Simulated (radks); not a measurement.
Q: All-electron atom: K9+ in [Ne]. Calculated with a radial shooting solver on a logarithmic mesh with Libxc functionals: Dirac Kohn-Sham, PBE, spin-unpolarised, spherical densities, point nucleus. Some entries of the table are withheld. Estimate them.

orbital,occ.,eigenvalue (hartree),r(max) (bohr)
1s1/2,2,-137.0206,0.05300
2s1/2,2,(1),(2)
2p1/2,2,(3),(4)
2p3/2,4,(5),(6)

A: 
(1) 2s1/2 eigenvalue (hartree): -20.06169
(2) 2s1/2 r(max) (bohr): 0.3161
(3) 2p1/2 eigenvalue (hartree): -17.50170
(4) 2p1/2 r(max) (bohr): 0.2587
(5) 2p3/2 eigenvalue (hartree): -17.39150
(6) 2p3/2 r(max) (bohr): 0.2606
